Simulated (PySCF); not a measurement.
# What a mistake does to a calculation on AlFH2O

All numbers below are calculated, not measured. They come from PySCF 2.14.0, an open-source quantum chemistry program, on an isolated molecule that a program drew, which may never have been made. The molecule is AlFH2O (charge 0, singlet), drawn as the SMILES string `[OH][AlH][F]`.

Each row is a Hartree-Fock (HF) and frozen-core CCSD(T) single point in the cc-pV(D+d)Z basis, meant for a local HF minimum. Run 1 is clean. Each other run has one planted mistake out of seven kinds, and not every kind appears here: one electron removed, one electron added, multiplicity raised by two, geometry at a saddle point, minimal basis STO-3G, one bond length entered in bohr, all coordinates scaled. The reference is restricted for singlets and unrestricted otherwise, and also for a bond in bohr. Adding or removing an electron swaps singlet and doublet. Electrons count all cores. HOMO and LUMO are orbital energies over both spins, the gradient is its largest component, and the lowest frequency (negative if imaginary) is given only where the gradient is small. Bond lengths are over the 4 bonds as drawn. T1 is the CCSD diagnostic: over 0.02 (restricted) or 0.045 (unrestricted) a single reference is doubtful.

Geometry of the clean run:
```xyz
5
AlFH2O, angstrom
O     1.3593    1.3581    3.0922
Al    0.2098    0.9433    1.9476
F    -0.4541   -0.5586    2.0783
H     1.8586    2.1482    3.2063
H    -0.2616    1.8744    0.7878
```

```
run  electrons  basis functions  <S^2>  HOMO (eV)  LUMO (eV)  gradient (hartree/bohr)  lowest frequency (cm^-1)  mean bond (Å)  longest bond (Å)      T1  HF (hartree)  CCSD(T) (hartree)                 mistake
  1         32               61  0.000     -12.91       2.25                  1.1e-05                       273         1.4559             1.674  0.0142    -417.52215         -417.98486                no fault
  2         33               61  0.768       1.73       7.84                  3.0e-02                         -         1.4559             1.674  0.0140    -417.44847         -417.91720      one electron added
  3         32               61  0.000     -12.79       2.02                  3.5e-02                         -         1.5199             1.748  0.0156    -417.51344         -417.98113  all coordinates scaled
  4         32               61  2.003      -5.19      -3.47                  8.1e-02                         -         1.4559             1.674  0.0532    -417.26247         -417.71475                       ?
  5         32               61  0.959      -8.25       1.13                  2.1e-02                         -         1.8283             3.164  0.0365    -417.37172         -417.79767                       ?
```

**Which mistake was planted in run 4, and what did it cost?**

Electrons, basis and geometry are unchanged, and <S^2> is 2.003, beside S(S+1) = 2.00 for a multiplicity of 3. So the mistake is: multiplicity raised by two. Subtracting run 1 and multiplying by 627.51 kcal/mol a hartree, the energy moved by 163.0 kcal/mol in HF and 169.5 kcal/mol in CCSD(T).

**Which mistake was planted in run 5, and what did it cost?**

The mean bond changes by a factor of 1.256 and the longest by 1.890, so the molecule wasn't scaled as a whole. A length L in bohr read as angstrom grows by (1/0.5292 - 1) L = 0.890 L. The 4 bonds together grew by 4 x 0.3724 = 1.490 Å, which gives L = 1.674 Å. That is bond O1-Al2, 1.674 Å in the clean geometry. So the mistake is: one bond length entered in bohr. Subtracting run 1 and multiplying by 627.51 kcal/mol a hartree, the energy moved by 94.4 kcal/mol in HF and 117.5 kcal/mol in CCSD(T).

Cautions from the logs. Run 2: the HOMO is above zero, so the electron isn't bound and the energy depends on the basis; run 4: T1 is over the limit, so its CCSD(T) energy is less reliable.
